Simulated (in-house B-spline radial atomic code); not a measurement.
As⁴⁺. Computed with a B-spline radial atomic code. Model: all-electron spherical atom, spin shells full or empty, radial basis limit, no spin-orbit coupling, Breit or QED, empty-state partial waves extrapolated as (l+1/2)^-4, RPA, G0W0 and static COHSEX of the highest shell as one setting changes (uncorrelated shells keep exact exchange).

Given: element As; charge 4; filled core Ar; hamiltonian one-electron scalar X2C; mean-field start Hartree-Fock; highest l of empty states 9; nuclear rms radius 4.0968 fm; highest mean-field shell 4s up.

Shell: 3d 5 5, 4s 1 0 (electrons up and down).

| natural log step of frequency grid | RPA correlation energy (hartree) | G0W0 level (eV) | G0W0 minus most complete (meV) | RPA minus most complete (millihartree) | linearised minus solved G0W0 (meV) |
| --- | --- | --- | --- | --- | --- |
| 0.25 | -2.0289 | -63.277 | 0 | 0 | 0.3 |
| 0.4 | -2.0289 | -63.277 | 0 | 0 | 0.3 |
| 0.6 | -2.0289 | -63.277 | 0 | 0 | 0.3 |
| 0.9 | -2.0289 | -63.277 | 0.1 | 0 | 0.3 |
| 1.3 | ? | ? | ? | ? | ? |
| 1.8 | -2.0327 | -63.282 | -4.3 | -3.8 | 0.3 |
| 2.5 | ? | ? | ? | ? | ? |
| 3.5 | -1.9686 | -63.094 | 183 | 60.3 | 0.7 |

**Question.** What follows for natural log step of frequency grid = 1.3?

**Answer.** RPA correlation energy -2.0292 hartree; G0W0 level -63.275 eV; G0W0 minus most complete 2.7 meV; RPA minus most complete -0.2 millihartree; linearised minus solved G0W0 0.4 meV.

**Question.** What follows for natural log step of frequency grid = 2.5?

**Answer.** RPA correlation energy -2.0091 hartree; G0W0 level -63.257 eV; G0W0 minus most complete 20.4 meV; RPA minus most complete 19.9 millihartree; linearised minus solved G0W0 0.2 meV.
